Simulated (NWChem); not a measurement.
CH3ClOSe; SMILES O([Se]Cl)C

```xyz
7

Se     0.7485    -0.0006    -0.0025
Cl    -0.7439    -1.6098    -0.0767
O     -0.2245     1.3503     0.6118
C     -1.1201     1.9588    -0.2992
H     -1.9352     1.2680    -0.5718
H     -1.5469     2.8278     0.2223
H     -0.6099     2.2950    -1.2174
```
Atoms are numbered in this order, from 1.

Results from NWChem. Structure relaxed at the PBE0/def2-SVP level. Vzz is the largest principal value of the second derivative of the potential at the nucleus (NWChem prints the opposite sign); η is the asymmetry. Non-relativistic.

| level | Vzz Se1 (a.u.) | η Se1 | Vzz Cl2 (a.u.) | η Cl2 | Vzz O3 (a.u.) | η O3 |
|---|---|---|---|---|---|---|
| B3LYP/cc-pVTZ | -9.582 | 0.30 | 3.470 | 0.24 | 1.761 | 0.80 |
| B3LYP/def2-TZVP | … | 0.30 | … | 0.24 | 1.751 | 0.81 |
| PBE0/cc-pVTZ | -9.418 | 0.31 | 3.455 | 0.23 | 1.755 | 0.81 |
| PBE0/def2-SVP | -9.504 | 0.30 | 3.477 | 0.24 | 1.723 | 0.81 |

Problem. Fill in the missing entries.

Solution. 
- B3LYP/def2-TZVP, Vzz Se1 (a.u.): -9.837
- B3LYP/def2-TZVP, Vzz Cl2 (a.u.): 3.735
